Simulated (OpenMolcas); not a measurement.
**Ta4+: moving or changing the point charges**

Ta4+ among 6 point charges of -1.5 e arranged as an octahedron (Oh), 2.2 Å from the ion.
```
   2.2000    0.0000    0.0000  -1.50
   0.0000    2.2000    0.0000  -1.50
  -2.2000    0.0000    0.0000  -1.50
   0.0000   -2.2000    0.0000  -1.50
   0.0000    0.0000    2.2000  -1.50
   0.0000    0.0000   -2.2000  -1.50
```

```json
{"Program": "OpenMolcas", "Method": "SS-CASPT2, IPEA 0.25 Eh, imaginary shift 0.1 Eh (closed shells correlated: 4f 5s 5p)", "Basis": "ANO-RCC-VDZP [7s6p4d2f1g]", "Scalar Hamiltonian": "DKH2, point nucleus", "Active space": "1 electron in 5 orbitals (5d)", "State averaging": "2S+1 = 2 even, 5 roots", "Spin-orbit coupling": "RASSI with atomic mean-field integrals over the reference wave functions"}
```

Runs around this geometry, states (labels of O, the rotations of Oh). Energies in cm-1 above the lowest state or level, χT in cm3 K/mol; under a threefold ground state the first gap can be a small split of the lowest multiplet, not the spin-orbit step; 10Dq is the gap between the two states.

```
R (Å)  q (e)  Ground state  First state of that spin   10Dq  First gap with spin-orbit (degeneracies)  χT at 300 K
  2.2  -0.98           2T2                   2E 6500   6499                               6140 (4, 2)        0.205
 2.08   -1.5           2T2                  2E 12980  12984                               5160 (4, 2)        0.118
  2.2   -1.5           2T2                  2E 10160  10159                               5530 (4, 2)        0.148
```

Taking |10Dq| as R^-n, n = -ln(10159 / 12984) / ln(2.2 / 2.08) = 4.4 between the shortest and longest distance. The point-charge formula for a cubic d site gives n = 5.

Scaling the charges by -0.98 / -1.5 = 0.65 scales |10Dq| by 6499 / 10159 = 0.64; with fixed orbitals a first-order splitting would follow the charge.

Roots that are degenerate in the reference are averaged as groups; the widest CASPT2 spread within a group is 72 cm-1 (the 3-fold group of multiplicity 2 near 0 cm-1 above the lowest state of its run, R = 2.08, q = -1.5). Shifts and gaps below about the spread of the groups concerned are not significant. An orbital triplet at a regular site is open to Jahn-Teller coupling, which can distort the site and quench the lowest spin-orbit gaps and is left out. Free-ion shares, where given, are those of the reference states; single-state CASPT2 does not remix them. This field is weak: 10Dq is about 6499 cm-1, while octahedral complexes of 5d ions of charge 3 and more, computed by the same method with explicit ligands, had a median near 35000 cm-1. Ground spin and moment need not be those of a real site (figures for R = 2.2, q = -0.98; the like holds for R = 2.08, q = -1.5, R = 2.2, q = -1.5). Point charges carry no covalency, so the field is a model and not that of real ligands. No measured value stands beside these numbers.
